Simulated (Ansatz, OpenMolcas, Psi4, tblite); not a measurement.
# A ladder of methods for CH4BFOSi (SMILES O=CB[SiH2]F)

CH4BFOSi has 9 atoms, charge 0, and is taken as a singlet. As SMILES, `O=CB[SiH2]F`. The coordinates come from a PBE0-D4/def2-TZVP relaxation. This is one conformer, not always the lowest.

```xyz
9

O    -0.7895    0.7804    1.7038
C    -0.1283    1.4421    0.9104
B     0.6281    0.1887    0.4958
Si   -0.0772   -1.0076   -0.9450
F    -1.3608   -0.3492   -1.6597
H    -0.2624    2.5250    0.7785
H     1.6087   -0.0849    1.1217
H     0.9640   -1.2026   -1.9919
H    -0.4942   -2.3381   -0.4309
```

Each level gives the dipole moment (D). The values are calculated.

| level | kind | program | value (D) |
| --- | --- | --- | --- |
| IPEA1-xTB | semi-empirical | tblite | 2.41 |
| HF/def2-SVP | Hartree–Fock | Ansatz | 2.83 |
| SVWN5/def2-SVP | LDA | OpenMolcas | 2.00 |
| BLYP/def2-SVP | GGA | OpenMolcas | 2.00 |
| M06-L/def2-SVP | meta-GGA | OpenMolcas | 2.15 |
| TPSS/def2-SVP | meta-GGA | OpenMolcas | 2.08 |
| BHLYP/def2-SVP | global hybrid | OpenMolcas | 2.44 |
| PBE0/def2-SVP | global hybrid | Ansatz | 2.22 |
| CAM-B3LYP/def2-SVP (density fitting) | range-separated hybrid | Psi4 | 2.27 |

The values span 2.00 to 2.83 D. Magnitudes only.
